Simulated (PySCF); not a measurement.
**Working out the ionisation energy of Bi⁺**

Bi⁺ [Xe] 4f14 5d10 6s2 6p2 (3P) → Bi²⁺ [Xe] 4f14 5d10 6s2 6p1 (2P). Calculation: PySCF 2.14, in aug-cc-pVTZ-PP with ECP60MDF (6s5p4d2f, 55 functions); scalar relativity through the core potential. Frozen: 5s2 5p6 5d10. Energies in hartree (1 hartree = 27.21139 eV):

```json
{"part": "UHF", "Bi⁺ (lower)": "-213.292267", "Bi²⁺ (upper)": "-212.729643"}
{"part": "CCSD correlation", "Bi⁺ (lower)": "-0.047720", "Bi²⁺ (upper)": "-0.036386"}
{"part": "(T)", "Bi⁺ (lower)": "-0.000918", "Bi²⁺ (upper)": "-0.000361"}
```

What does Hartree-Fock give?

(-212.729643) − (-213.292267) = 0.562624 hartree = 15.310 eV.

What do CCSD and CCSD(T) give?

The CCSD correlation energies differ by 0.011334 hartree = 0.308 eV and the triples by 0.000557 hartree = 0.015 eV, so CCSD gives 15.618 eV and CCSD(T) 15.633 eV.

Reference: 16.703 eV (measured; NIST Atomic Spectra Database, ionization energies), between the lowest levels; spin-orbit coupling is absent from the calculation.

What remains against the reference includes basis incompleteness, the frozen core and higher excitations.
